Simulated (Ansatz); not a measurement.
Species: H5BO2Si, SMILES `OB(O)[SiH3]` (H–O–B–Si torsion -178°, Si–B–O–H torsion 178°) (charge 0, multiplicity 1).

Problem. Give a relaxed geometry from PBE0-D4/def2-TZVP run with Ansatz (a program for electronic structure).

Solution. One answer among several that fit: the end point of this relaxation, one of several conformers (outside a Z-matrix the atoms follow the SMILES, hydrogens last).
Z-matrix (Å, degrees):
```
B
O 1 1.3632
H 2 0.9627 1 115.90
O 1 1.3634 2 124.07 3 -0.46
H 4 0.9627 1 115.98 2 0.49
Si 1 2.0329 2 118.17 3 178.45
H 6 1.4878 1 111.60 2 23.64
H 6 1.4883 7 108.61 1 -123.03
H 6 1.4907 7 107.84 8 -116.39
```
